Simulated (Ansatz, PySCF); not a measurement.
The pair A = CH4 (SMILES C) (first 5 atoms), B = CH3NO (SMILES NC=O); geometry from B3LYP-D3(BJ)/def2-TZVP.
(charge 0, multiplicity 1):
```json
[
 {"atom": "C", "x (Å)": "-0.0189", "y (Å)": "0.0255", "z (Å)": "-0.1036"},
 {"atom": "H", "x (Å)": "0.6967", "y (Å)": "0.0802", "z (Å)": "0.7159"},
 {"atom": "H", "x (Å)": "0.5120", "y (Å)": "0.0247", "z (Å)": "-1.0546"},
 {"atom": "H", "x (Å)": "-0.6021", "y (Å)": "-0.8929", "z (Å)": "-0.0250"},
 {"atom": "H", "x (Å)": "-0.6842", "y (Å)": "0.8892", "z (Å)": "-0.0721"},
 {"atom": "N", "x (Å)": "-1.0927", "y (Å)": "0.0625", "z (Å)": "3.3159"},
 {"atom": "C", "x (Å)": "0.1138", "y (Å)": "0.1395", "z (Å)": "3.9281"},
 {"atom": "O", "x (Å)": "1.1815", "y (Å)": "0.1744", "z (Å)": "3.3586"},
 {"atom": "H", "x (Å)": "-1.1386", "y (Å)": "0.0315", "z (Å)": "2.3100"},
 {"atom": "H", "x (Å)": "-1.9438", "y (Å)": "0.0385", "z (Å)": "3.8485"},
 {"atom": "H", "x (Å)": "0.0266", "y (Å)": "0.1679", "z (Å)": "5.0298"}
]
```

Cores are frozen in the correlated methods. CBS(a, b) extrapolates the correlation energy as X⁻³ and adds the Hartree–Fock energy of set b. MP2 and its Hartree–Fock in aug-cc-pVTZ are density fitted.

Run with Ansatz (an electronic-structure program) with Gaussian orbitals; PySCF for the dispersion terms. Values without a source in brackets are computed.

The monomers are drawn apart, rigid, along the line of their centres of mass. Counterpoise-corrected interaction energies (kcal/mol):

```tsv
level	R = 4.693 Å	R = 5.757 Å
PBE/def2-TZVPPD	-0.4555	-0.1256
PBE-D3(BJ)/def2-TZVPPD	-0.7665	-0.2202
wB97M-V/def2-TZVPPD	-0.5761	-0.1844
MP2/CBS(aug-cc-pVDZ, aug-cc-pVTZ) + ΔCCSD(T)/aug-cc-pVDZ	-0.6062	-0.1824
```

R is the distance of the centres of mass. Find the local exponent m of E ∝ R⁻ᵐ between the two points.


m = ln(E₁/E₂)/ln(R₂/R₁): PBE/def2-TZVPPD 6.3; PBE-D3(BJ)/def2-TZVPPD 6.1; wB97M-V/def2-TZVPPD 5.6; MP2/CBS(aug-cc-pVDZ, aug-cc-pVTZ) + ΔCCSD(T)/aug-cc-pVDZ 5.9. For scale, two fixed dipoles give m = 3, dipole and quadrupole 4, quadrupoles 5, and dispersion or dipole-induced dipole 6 at long range; at these distances several terms mix, and what is left of overlap and damping shifts m, so it need not match one of them.
